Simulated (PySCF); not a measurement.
C2H3AlFNO2, SMILES C[O][Al]([F])[N]=C=O. Atoms are numbered in the order given.

```xyz
10

Al     0.6078     0.5349     0.0000
F      2.2377     0.8086     0.0000
N      0.0273    -1.1291     0.0000
C     -0.3347    -2.2764     0.0000
O     -0.6938    -3.3907     0.0000
O     -0.4239     1.8530     0.0000
C     -1.7916     2.1495     0.0000
H     -2.0540     2.7466     0.8909
H     -2.0540     2.7466    -0.8909
H     -2.4250     1.2427     0.0000
```
Charge 0, spin multiplicity 1.

Coordinates come from a B3LYP-D3(BJ)/def2-SVP optimisation. The values are those of a single conformer.

The numbers are results of PBE/def2-TZVP (PySCF), not measurements.

Isolated molecule, no solvent.

The total energy is -625.29998 hartree and the point group is Cs. The highest occupied level is -7.14 eV. The lowest empty level comes out as -1.69 eV, the orbital gap comes out as 5.44 eV and the dipole moment is 0.461 e·Å. The quadrupole, principal values (traceless, Buckingham form, about the centre of nuclear charge) is -14.18, 4.66, 9.52 D·Å. The mean static polarisability is 58.1 bohr³ (8.60 Å³) and the polarisability, principal values comes out as 41.8, 52.9, 79.5 bohr³.
